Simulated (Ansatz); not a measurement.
A nudged elastic band was laid between two geometries of Cl$_{4}$FHHf (7 atoms, charge 0, multiplicity 1).

Level of theory: Ansatz, RKS B3LYP-D4/def2-SVP.

```yaml
movable_images: 7
climbing_image: yes
spring: 5.0 eV/Å²
optimiser: quadratic models (default)
start_path: through a guess of the saddle point
force_threshold: 0.05 eV/Å
iteration_limit: 60
end_points: relaxed
```

Initial state:

```xyz
7
Properties=species:S:1:pos:R:3
Hf 0.033 0.000 -0.061
F 0.216 0.000 1.849
Cl 2.271 0.000 -0.749
Cl -0.824 1.980 -1.003
Cl -0.824 -1.980 -1.003
Cl -2.751 0.000 1.340
H -2.104 0.000 2.463
```

Final state:

```xyz
7
Properties=species:S:1:pos:R:3
Hf -0.482 0.000 -0.113
F -0.058 0.000 2.171
Cl 1.880 0.000 -0.004
Cl -0.877 1.886 -1.426
Cl -0.877 -1.886 -1.426
Cl -2.580 0.000 1.201
H -0.990 0.000 2.435
```

(1) What changes between the two ends?

(2) Give the energies along the band, and the barrier.

(3) What is the geometry of the highest image?

(4) What are the harmonic wavenumbers there?

The band took 10 iterations and roughly 7 core-minutes.

Answers

(1) Bonds broken: Cl6–H7. Bonds formed: F2–H7.

(2) It converged. The highest image is number 5 of 0 to 8, 9.6 kcal/mol above the first end and 2.9 kcal/mol above the last; the last end lies 6.7 kcal/mol above the first. A vibrational analysis at the climbing image gives one clearly imaginary mode, 448i cm⁻¹: a first-order saddle point. The orbitals stay closed-shell, which can raise the energy where a bond breaks towards radicals; this wasn't checked here.

| image | path coordinate (Å) | energy (kcal/mol) | Cl6–H7 (Å) | F2–H7 (Å) |
| --- | --- | --- | --- | --- |
| 0 | 0.00 | 0.0 | 1.30 | 2.40 |
| 1 | 0.26 | 0.3 | 1.30 | 2.13 |
| 2 | 0.53 | 1.4 | 1.30 | 1.89 |
| 3 | 0.79 | 3.5 | 1.32 | 1.67 |
| 4 | 1.05 | 7.0 | 1.38 | 1.44 |
| 5 | 1.32 | 9.6 | 1.55 | 1.18 |
| 6 | 1.52 | 8.4 | 1.72 | 1.04 |
| 7 | 1.71 | 7.1 | 1.88 | 0.99 |
| 8 | 1.91 | 6.7 | 2.01 | 0.97 |

(3) 
```xyz
7
Properties=species:S:1:pos:R:3:forces:R:3
Hf -0.333 0.000 -0.047 0.00 0.00 0.03
F -0.060 0.000 2.058 -0.03 0.00 -0.03
Cl 2.005 0.000 -0.232 0.00 0.00 0.00
Cl -0.898 1.919 -1.252 0.00 0.00 0.00
Cl -0.898 -1.919 -1.252 0.00 0.00 0.00
Cl -2.567 0.000 1.391 0.00 0.00 -0.01
H -1.232 0.000 2.169 0.03 0.00 0.01
```

(4) 448i, 19, 94, 103, 117, 117, 126, 277, 377, 383, 393, 477, 777, 880, 1396 cm⁻¹.

The run took 2 min on 4 threads of Intel(R) Xeon(R) Platinum 8488C (Sapphire Rapids), on a shared host, peak memory 0.36 GiB.
